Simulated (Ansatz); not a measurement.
Results of the Gaussian-basis code of Ansatz.

A structure relaxed at PBE0-D4/def2-TZVP, charge 0, multiplicity 1:

| atom | x (Å) | y (Å) | z (Å) |
| --- | --- | --- | --- |
| F1 | -1.426 | -0.899 | -0.844 |
| In2 | 0.160 | -0.642 | 0.268 |
| S3 | 0.750 | 1.640 | 0.173 |
| H4 | 0.797 | -2.001 | 1.053 |
| H5 | -0.282 | 1.902 | -0.649 |

Problem. Give its formula and SMILES.

Solution. FH2InS, `[F][InH][SH]`.

Problem. Point group (tolerance 0.08 Å, 0.16 Å for H)?

Solution. Cs.

Problem. Summarise the bond lengths by kind.

Solution. 1 × F–In 1.954 Å; 1 × In–S 2.360 Å; 1 × H–In 1.693 Å; 1 × H–S 1.345 Å.
